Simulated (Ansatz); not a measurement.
GeH6O3Si (`O[SiH2][O][GeH2][OH]`), relaxed with RKS PBE0-D4/def2-TZVP in Ansatz from a PBE-D4/def2-SVP geometry. The force threshold is 0.005 eV/Å; the program also tests the step.

The species carries charge 0 and has multiplicity 1.

Start:

```xyz
11

O     1.791   -0.546   -1.880
Si    1.154   -0.975   -0.390
O     0.439    0.325    0.390
Ge   -1.241    0.966    0.299
O    -2.203    0.228    1.618
H     2.553    0.058   -1.842
H     2.229   -1.466    0.538
H     0.145   -2.036   -0.714
H    -1.946    0.495   -0.992
H    -1.092    2.498    0.481
H    -1.830    0.453    2.491
```

Q: How much energy does the relaxation release, and in how many steps? (Estimate.)

A: The calculation gave: 0.09 eV, in 8 steps, 1 of them rejected.

Q: Which bonds change most? (Estimate.)

A: The calculation gave: Si2–O3 from 1.676 to 1.631 Å; O1–Si2 from 1.677 to 1.642 Å; O3–Ge4 from 1.801 to 1.772 Å; Ge4–O5 from 1.792 to 1.768 Å.

Q: Give the relaxed structure. (Best estimate.)

A: Computed: 
```xyz
11

O     1.793   -0.534   -1.839
Si    1.146   -0.968   -0.394
O     0.394    0.274    0.350
Ge   -1.243    0.951    0.296
O    -2.177    0.246    1.622
H     2.551    0.051   -1.832
H     2.211   -1.428    0.531
H     0.184   -2.043   -0.730
H    -1.966    0.515   -0.979
H    -1.061    2.463    0.488
H    -1.831    0.474    2.488
```
